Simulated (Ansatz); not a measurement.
`[OH][Ti]([F])([F])[SeH]` and `C#[C][Ti]([OH])([F])[F]` differ in one atom or group.

Ansatz, PBE0-D4/def2-TZVP geometries, multiplicity 1. Each molecule was computed in one conformer, which needn't be the lowest.

Scalar relativity is left out up to krypton.

```tsv
property	`[OH][Ti]([F])([F])[SeH]`
HOMO energy (ωB97M-V/def2-TZVPP) / eV	-9.57
HOMO energy (B3LYP/def2-TZVPP) / eV	-7.26
HOMO energy (PBE0/def2-TZVPP) / eV	-7.48
LUMO energy (PBE/def2-TZVPP) / eV	-3.49
size of the dipole moment (PBE/def2-TZVPP) / D	2.02
HOMO energy (PBE/def2-TZVPP) / eV	-6.33
```

Task: What does the change do to each property? (Estimate.)

Result: The calculation gave: 
```csv
property,`C#[C][Ti]([OH])([F])[F]`,shift
HOMO energy (ωB97M-V/def2-TZVPP) / eV,-10.69,-1.12
HOMO energy (B3LYP/def2-TZVPP) / eV,-8.22,-0.96
HOMO energy (PBE0/def2-TZVPP) / eV,-8.47,-0.99
LUMO energy (PBE/def2-TZVPP) / eV,-3.68,-0.19
size of the dipole moment (PBE/def2-TZVPP) / D,2.29,0.27
HOMO energy (PBE/def2-TZVPP) / eV,-7.23,-0.90
```

With PBE0 the HOMO falls by 0.99 eV and the LUMO falls by 0.20 eV, so the gap widens by about 0.79 eV. PBE moves the HOMO by -0.90 eV and ωB97M-V by -1.12 eV. Dipoles are sizes alone; their direction can turn.

B3LYP here is the variant with VWN-RPA as its local correlation; programs differ in this.

Spin–orbit coupling is left out; it splits and shifts lone-pair levels of the heavy atoms by tenths of an eV.
